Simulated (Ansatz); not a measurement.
A structure relaxed at PBE0-D4/def2-TZVP, charge 0, multiplicity 1:

Cartesian coordinates in Å:
```
F -0.2445 0.4089 -1.9386
P -0.4717 -0.1866 -0.5337
F -0.5982 -1.6804 -0.8980
F -1.9611 0.1636 -0.3367
Au 0.9192 0.3628 1.0405
Cl 2.3564 0.9317 2.6665
```

Give its formula and SMILES.

AuClF3P, `F[P+](F)(F)[Au-][Cl]`.

Point group (tolerance 0.08 Å, 0.16 Å for H)?

C3v.

Summarise the bond lengths by kind.

3 × F–P 1.543 Å; 1 × Au–P 2.171 Å; 1 × Au–Cl 2.243 Å.

Program: Ansatz 0.2.0.
